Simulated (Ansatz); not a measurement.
Ansatz (a quantum-chemistry and plane-wave program) input (B3LYP/LANL2DZ): The .json file is the Basis Set Exchange's LANL2DZ.

Ansatz 0.2 input:
```yaml
crystal:
  periodic: [false, false, false]
  atoms:
    - {symbol: C, position_ang: [2.01962942, 0.03654930, -0.25219718]}
    - {symbol: C, position_ang: [0.84107937, -0.24744500, 0.00776197]}
    - {symbol: C, position_ang: [-0.56243470, -0.49639828, 0.27901808]}
    - {symbol: O, position_ang: [-1.41500704, 0.62914212, -0.10445646]}
    - {symbol: H, position_ang: [-0.75143795, -0.68065096, 1.34701849]}
    - {symbol: H, position_ang: [-0.94041737, -1.37362502, -0.26678270]}
    - {symbol: H, position_ang: [-0.77773291, 1.26490288, -0.45208132]}
basis:
  gaussian:
    orbitals: LANL2DZ.json
hamiltonian:
  xc: {name: B3LYP}
total_charge: -1
relax: {f_tol: 0.003, max_steps: 120}
```

From the output:

```
643 factors; integrals over basis functions are off by at most 2.3e-4 eV
mean field: 0.12 GiB planned
mean field -5203.53126959 eV, -191.2262470771 hartree, gradient 4.5e-5 eV, S^2 0.000000; 0 other end points of the search recorded, 0 dependent functions left out
the calculation of the forces begins
reference -5203.53145831 eV, -191.2262540127 hartree; 15, 15 occupied and 27, 27 virtual orbitals, 643 factors
relax step   9: F+E_penalty+E_count = -5203.53126959 eV  Δ(F+E_penalty+E_count) = -2.216e-5 eV  max|allowed force component| = 4.859e-3 eV/Å  Δτ_max = 0.0008 Å  (19 SCF iters, accepted)
these checks for a lower state are left out or cut short: starts, cluster_reference, orbital_swaps, neighbouring_geometries, increment
integrals: 0.01 GiB planned
643 factors; integrals over basis functions are off by at most 2.3e-4 eV
mean field: 0.12 GiB planned
mean field -5203.53126995 eV, -191.2262470903 hartree, gradient 1.3e-5 eV, S^2 0.000000; 0 other end points of the search recorded, 0 dependent functions left out
the calculation of the forces begins
reference -5203.53145868 eV, -191.2262540262 hartree; 15, 15 occupied and 27, 27 virtual orbitals, 643 factors
relax step  10: F+E_penalty+E_count = -5203.53126995 eV  Δ(F+E_penalty+E_count) = -3.603e-7 eV  max|allowed force component| = 1.499e-3 eV/Å  Δτ_max = 0.0003 Å  (19 SCF iters, accepted)
integrals: 0.01 GiB planned
643 factors; integrals over basis functions are off by at most 2.3e-4 eV
mean field: 0.12 GiB planned
mean field evaluation 96: about -5203.5313 eV, gradient 9.2e-6 eV
mean field -5203.53126995 eV, -191.2262470903 hartree, gradient 1.3e-5 eV, S^2 0.000000; 1 other end points of the search recorded, 0 dependent functions left out
the calculation of the forces begins
reference -5203.53145868 eV, -191.2262540262 hartree; 15, 15 occupied and 27, 27 virtual orbitals, 643 factors
Total energy: -5203.53145868 eV, -191.2262540262 hartree
Atom 0 at     2.080450     0.001264    -0.244168 Å, force    -0.000603    -0.000212     0.000161 eV/Å
Atom 1 at     0.858979    -0.247773     0.005807 Å, force    -0.000083     0.001183    -0.000498 eV/Å
Atom 2 at    -0.557067    -0.510494     0.284442 Å, force     0.000644    -0.001499     0.000568 eV/Å
Atom 3 at    -1.452495     0.641420    -0.105339 Å, force     0.001219    -0.000898     0.000243 eV/Å
Atom 4 at    -0.745770    -0.682339     1.357453 Å, force    -0.000437     0.001067     0.000774 eV/Å
Atom 5 at    -0.936777    -1.382748    -0.273664 Å, force    -0.000667     0.000220    -0.001197 eV/Å
Atom 6 at    -0.833641     1.313146    -0.466250 Å, force    -0.000073     0.000138    -0.000051 eV/Å
Dipole moment:    -1.265910    -0.073446     0.179779 e Å
```

The dipole moment of an ion depends on the origin.

The geometry given is a B3LYP-D3(BJ)/def2-TZVP minimum.
